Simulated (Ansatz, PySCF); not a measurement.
Ga(I)2(OH) (GaHI2O), SMILES [OH][Ga]([I])[I]. Atoms are numbered in the order given.

```xyz
5

Ga     0.7681    -0.0563     0.0000
I     -0.3475     2.1817     0.0000
I     -0.5061    -2.1872     0.0000
O      2.5446    -0.1811     0.0000
H      2.9992     0.6732     0.0000
```

The structure is a stationary point at B3LYP-D3(BJ)/def2-SVP. The def2 effective core potentials stand for the cores of I; spin–orbit coupling is left out. The values are those of a single conformer.

Two levels are set side by side: PBE-D3(BJ)/def2-SVP (Ansatz, an electronic-structure program) and B3LYP-D3(BJ)/def2-SVP (Ansatz). Each level has its own optimised geometry; the coordinates shown are those of the second. Frequencies come from the Hessian of PySCF at each geometry. Differences are taken from unrounded values.

| quantity | B3LYP-D3(BJ) |
|---|---|
| mean bond length (Å) | 1.933 |
| bond Ga1–I2 (Å) | 2.501 |
| bond Ga1–I3 (Å) | 2.483 |
| bond Ga1–O4 (Å) | 1.781 |
| bond O4–H5 (Å) | 0.968 |
| highest harmonic wavenumber (cm⁻¹) | 3829 |
| mean harmonic wavenumber (cm⁻¹) | 723 |
| zero-point energy (kcal/mol) | 9.31 |

Question: What does PBE-D3(BJ) give, and how far is it from B3LYP-D3(BJ)? (Estimate from the structure and the level; the computed values follow.)

Answer: 
```json
[
 {"quantity": "mean bond length (Å)", "PBE-D3(BJ)": "1.939", "PBE-D3(BJ) minus B3LYP-D3(BJ)": "0.006"},
 {"quantity": "bond Ga1–I2 (Å)", "PBE-D3(BJ)": "2.501", "PBE-D3(BJ) minus B3LYP-D3(BJ)": "0.000"},
 {"quantity": "bond Ga1–I3 (Å)", "PBE-D3(BJ)": "2.482", "PBE-D3(BJ) minus B3LYP-D3(BJ)": "0.000"},
 {"quantity": "bond Ga1–O4 (Å)", "PBE-D3(BJ)": "1.795", "PBE-D3(BJ) minus B3LYP-D3(BJ)": "0.014"},
 {"quantity": "bond O4–H5 (Å)", "PBE-D3(BJ)": "0.977", "PBE-D3(BJ) minus B3LYP-D3(BJ)": "0.009"},
 {"quantity": "highest harmonic wavenumber (cm⁻¹)", "PBE-D3(BJ)": "3711", "PBE-D3(BJ) minus B3LYP-D3(BJ)": "-117"},
 {"quantity": "mean harmonic wavenumber (cm⁻¹)", "PBE-D3(BJ)": "705", "PBE-D3(BJ) minus B3LYP-D3(BJ)": "-18"},
 {"quantity": "zero-point energy (kcal/mol)", "PBE-D3(BJ)": "9.08", "PBE-D3(BJ) minus B3LYP-D3(BJ)": "-0.23"}
]
```

GGA bonds tend to be longer and softer than those of functionals with exact exchange. Differences between two approximate levels are no errors against the true value.
